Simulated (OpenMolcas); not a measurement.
# Cl3+: the spin-orbit constant, worked from levels

```yaml
Program: OpenMolcas 26.06
Basis: ANO-R3 [6s5p4d3f1g]
Scalar_Hamiltonian: X2C, finite nucleus
Active_space: 2 electrons in 9 orbitals (RAS2 3p; RAS3 3d 4s, at most 1 electron)
State_averaging: 2S+1 = 3 even, 3 roots; 2S+1 = 1 even, 6 roots; 2S+1 = 3 odd, 18 roots; 2S+1 = 1 odd, 18 roots
Spin-orbit_coupling: RASSI with atomic mean-field integrals over the reference wave functions, term energies averaged over their components
```

Methods: RASSCF; MS-RASPT2, IPEA 0.25 Eh, imaginary shift 0.1 Eh (closed shells correlated: 2s 2p 3s). Measured levels: Moore, Atomic Energy Levels, vol. I, NSRDS-NBS 35 (1971 reprint of NBS Circular 467, 1949).

**The spin-orbit constant.** For the Hund term ³P of p2, E(J) = (A/2) J(J+1) + constant and ζ = 2S·A = 2A. From J = 0 to J = 2 the energy changes by 3 A.

```csv
Source,E(2) - E(0),A,ζ
RASSCF,1246.5,415.5,831
MS-RASPT2,1242.7,414.2,828
measured,1341.0,447.0,894
```

All in cm-1. MS-RASPT2 is off by -7.3 % and RASSCF by -7.0 %. Both methods take the spin-orbit matrix elements from the reference wave functions, so the second can move ζ only through the term energies and any multistate remixing. Second-order mixing with other terms is absorbed into this ζ.

Over all roots computed the reference weight is 0.82 to 0.97 in MS-RASPT2; the roots of lowest weight are the least certain, and an intruder state may touch them. With the s shell closed, the reference lacks s² → p² mixing. Computed and measured levels are paired by configuration, term and J; levels that our copy of the source lacks, or whose pairing is in doubt (as where it misses far off the trend of its configuration), stay unpaired and out of the deviations. Only configurations of the active space appear.
